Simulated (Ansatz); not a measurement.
Single points on GeCl(NHMe)3 (C3H12ClGeN3).

```yaml
crystal:
  periodic: [false, false, false]
  atoms:
    - {symbol: Ge, position_ang: [-0.000354, 0.007856, -0.038329]}
    - {symbol: Cl, position_ang: [0.011048, -0.039577, 2.161533]}
    - {symbol: N, position_ang: [1.709255, 0.047060, -0.624648]}
    - {symbol: C, position_ang: [2.784428, 0.666683, 0.116683]}
    - {symbol: H, position_ang: [1.977018, -0.802667, -1.111799]}
    - {symbol: H, position_ang: [3.627780, 0.908573, -0.551892]}
    - {symbol: H, position_ang: [2.442699, 1.617969, 0.554074]}
    - {symbol: H, position_ang: [3.175118, 0.054429, 0.952103]}
    - {symbol: N, position_ang: [-0.882084, 1.490510, -0.580958]}
    - {symbol: C, position_ang: [-1.991028, 2.056085, 0.153785]}
    - {symbol: H, position_ang: [-0.267267, 2.181762, -0.999147]}
    - {symbol: H, position_ang: [-2.590529, 2.715264, -0.495932]}
    - {symbol: H, position_ang: [-2.663067, 1.254946, 0.498692]}
    - {symbol: H, position_ang: [-1.698201, 2.634412, 1.050661]}
    - {symbol: N, position_ang: [-0.836611, -1.470700, -0.658220]}
    - {symbol: C, position_ang: [-0.790390, -2.742331, 0.027578]}
    - {symbol: H, position_ang: [-1.732981, -1.264635, -1.088056]}
    - {symbol: H, position_ang: [-1.053676, -3.563252, -0.660014]}
    - {symbol: H, position_ang: [0.232422, -2.942344, 0.383010]}
    - {symbol: H, position_ang: [-1.453600, -2.810032, 0.910895]}
basis:
  gaussian: {orbitals: def2-TZVP, initial_orbitals: start.molden}
hamiltonian: {xc: pbe0, dispersion: d4}
scf: {omitted_lower_state_checks: [starts]}
output: {forces: true, orbitals: {seedname: orbitals}}
```

The file start.molden holds the orbitals of an earlier run on this structure, at another level or in another basis.

```sh
$ ansatz run in.yaml --threads 2 --pin off --events-out ev --progress --plain --max-ram 32768MiB --backend cuda --devices 0, --max-vram 18GiB
```

Output, abridged:

```
Functional definition: PBE0
2202 factors; their error is unknown
mean field evaluation 1: about -76797.2037 eV, gradient 2.0e2 eV
mean field evaluation 2: about -76802.3770 eV, gradient 6.1e0 eV
mean field evaluation 4: about -76802.7697 eV, gradient 5.5e-1 eV
mean field evaluation 8: about -76802.7701 eV, gradient 1.1e-5 eV
mean field -76802.77010386 eV, -2822.4497425295 hartree, gradient 1.1e-5 eV, S^2 0.000000; 0 other end points of the search recorded, 0 dependent functions left out
reference -76802.77014663 eV, -2822.4497441011 hartree; 50, 50 occupied and 293, 293 virtual orbitals, 2202 factors
Total energy: -76803.24047152 eV, -2822.4670282220 hartree
Atom 0 at    -0.000354     0.007856    -0.038329 Å, force     0.002264     0.009366     0.236396 eV/Å
Atom 1 at     0.011048    -0.039577     2.161533 Å, force    -0.003862    -0.009610    -0.069447 eV/Å
Atom 2 at     1.709255     0.047060    -0.624648 Å, force     0.052178    -0.237454    -0.243528 eV/Å
Atom 3 at     2.784428     0.666683     0.116683 Å, force     0.292381     0.183620     0.233379 eV/Å
Atom 4 at     1.977018    -0.802667    -1.111799 Å, force    -0.044838     0.239123     0.165277 eV/Å
Atom 5 at     3.627780     0.908573    -0.551892 Å, force    -0.239186    -0.080541     0.149128 eV/Å
Atom 6 at     2.442699     1.617969     0.554074 Å, force     0.064175    -0.258406    -0.125760 eV/Å
Atom 7 at     3.175118     0.054429     0.952103 Å, force    -0.135045     0.144209    -0.238325 eV/Å
Atom 8 at    -0.882084     1.490510    -0.580958 Å, force     0.181355     0.168212    -0.226528 eV/Å
Atom 9 at    -1.991028     2.056085     0.153785 Å, force    -0.314354     0.145825     0.223586 eV/Å
Atom 10 at    -0.267267     2.181762    -0.999147 Å, force    -0.181815    -0.164968     0.142172 eV/Å
Atom 11 at    -2.590529     2.715264    -0.495932 Å, force     0.179728    -0.173717     0.139802 eV/Å
Atom 12 at    -2.663067     1.254946     0.498692 Å, force     0.188313     0.182472    -0.095086 eV/Å
Atom 13 at    -1.698201     2.634412     1.050661 Å, force    -0.039929    -0.162492    -0.244724 eV/Å
Atom 14 at    -0.836611    -1.470700    -0.658220 Å, force    -0.231273     0.082989    -0.216436 eV/Å
Atom 15 at    -0.790390    -2.742331     0.027578 Å, force     0.026249    -0.357032     0.212714 eV/Å
Atom 16 at    -1.732981    -1.264635    -1.088056 Å, force     0.229890    -0.079552     0.145529 eV/Å
Atom 17 at    -1.053676    -3.563252    -0.660014 Å, force     0.059606     0.236827     0.150942 eV/Å
Atom 18 at     0.232422    -2.942344     0.383010 Å, force    -0.250817     0.077190    -0.097322 eV/Å
Atom 19 at    -1.453600    -2.810032     0.910895 Å, force     0.164981     0.053938    -0.241768 eV/Å
Dipole moment:    -0.003038     0.003515    -0.334276 e Å
Checks for a lower state left out: starts
```

Hardware: 2 threads of AMD EPYC 7R13 on a shared host and a share (18 GiB) of an NVIDIA H100 80GB HBM3. Wall time 11 s, peak host memory 1 GiB.

As the first input, with `gaussian: {orbitals: 6-31G}`, `hamiltonian: {xc: {name: B3LYP}, dispersion: d4}`, `output: {orbitals: {seedname: orbitals}}` (abridged; 6.5 s):

```
Functional definition: B3LYP
mean field evaluation 16: about -76808.8493 eV, gradient 1.1e-4 eV
mean field -76808.84933149 eV, -2822.6731500243 hartree, gradient 6.2e-5 eV, S^2 0.000000
Total energy: -76809.71426067 eV, -2822.7049355852 hartree
Checks for a lower state left out: starts
```

The first input with `hamiltonian: {xc: pbe, dispersion: d4}`, `output: {orbitals: {seedname: orbitals}}` (abridged; 8 s):

```
Functional definition: PBE
mean field -76799.35582379 eV, -2822.3242700513 hartree, gradient 1.3e-5 eV, S^2 0.000000
Total energy: -76799.90057696 eV, -2822.3442893608 hartree
Checks for a lower state left out: starts
```

First input, but with `hamiltonian: {xc: {name: r2SCANh}, dispersion: d4}`, `output: {orbitals: {seedname: orbitals}}` (abridged; 7.5 s):

```
Functional definition: r2SCANh
mean field -76817.00680112 eV, -2822.9729315040 hartree, gradient 1.9e-5 eV, S^2 0.000000
Total energy: -76817.16573500 eV, -2822.9787722163 hartree
Checks for a lower state left out: starts
```

The first input with `gaussian: {orbitals: def2-TZVPD, initial_orbitals: start.molden}`, `output: {orbitals: {seedname: orbitals}}` (abridged; 7 s):

```
Functional definition: PBE0
mean field -76802.86991060 eV, -2822.4534103595 hartree, gradient 2.3e-5 eV, S^2 0.000000
Total energy: -76803.34029244 eV, -2822.4706965734 hartree
Checks for a lower state left out: starts
```

First input, but with `gaussian: {orbitals: 6-31G}`, `hamiltonian: {xc: hf}`, `output: {orbitals: {seedname: orbitals}}` (abridged; 6.5 s):

```
Functional definition: HF
mean field -76692.13404791 eV, -2818.3839424652 hartree, gradient 1.1e-5 eV, S^2 0.000000
Total energy: -76692.13404791 eV, -2818.3839424652 hartree
Checks for a lower state left out: starts
```

As the first input, with `gaussian: {orbitals: def2-TZVPD, initial_orbitals: start.molden}`, `hamiltonian: {xc: {name: r2SCAN0}, dispersion: d4}`, `output: {orbitals: {seedname: orbitals}}` (abridged; 9 s):

```
Functional definition: r2SCAN0
mean field -76816.26312524 eV, -2822.9456019195 hartree, gradient 8.1e-6 eV, S^2 0.000000
Total energy: -76816.43761615 eV, -2822.9520143419 hartree
Checks for a lower state left out: starts
```

Geometry: PBE0-D4/def2-SVP.

The 6-31G sets use Cartesian d functions. B3LYP takes the VWN-RPA correlation.
